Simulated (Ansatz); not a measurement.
C$_{2}$H$_{7}$BFN, SMILES `BNC(C)F`. Charge 0, multiplicity 1.

Cartesian coordinates in Å:
```
B -1.2631 -1.3847 0.8303
N -0.3246 -0.3635 0.7445
C 0.5403 -0.1126 -0.3572
C 0.6116 1.3432 -0.7389
F 1.8302 -0.5289 -0.0330
H -1.3978 -2.1191 -0.1045
H -1.9153 -1.4870 1.8266
H -0.1867 0.2691 1.5201
H 0.2113 -0.7380 -1.1907
H 1.3214 1.4841 -1.5545
H -0.3703 1.6969 -1.0570
H 0.9431 1.9406 0.1142
```

(1) List the harmonic frequencies (cm⁻¹, unscaled) at PBE0-D4/def2-TZVP in Ansatz. (Estimate.)

(2) Is this a minimum?

(3) Give the ideal-gas thermochemistry at 298.15 K and 1 bar (rigid rotor, harmonic oscillator; point group C1, symmetry number 1).

Results:

(1) Ansatz gave: 97, 240, 298, 336, 390, 539, 571, 802, 838, 919, 963, 1007, 1104, 1138, 1164, 1232, 1326, 1363, 1379, 1411, 1476, 1484, 1538, 2584, 2671, 3060, 3096, 3142, 3156, 3596.

(2) Yes, all 30 modes are real.

(3) Zero-point energy 256.7 kJ/mol; H(298) − E = 274.9 kJ/mol; entropy 316.4 J/(mol·K), of which translation 162.7, rotation 107.4, vibration 46.3; G(298) − E = 180.6 kJ/mol. Modes under 100 cm⁻¹ are hindered rotations or soft bends, so the harmonic entropy is rough.
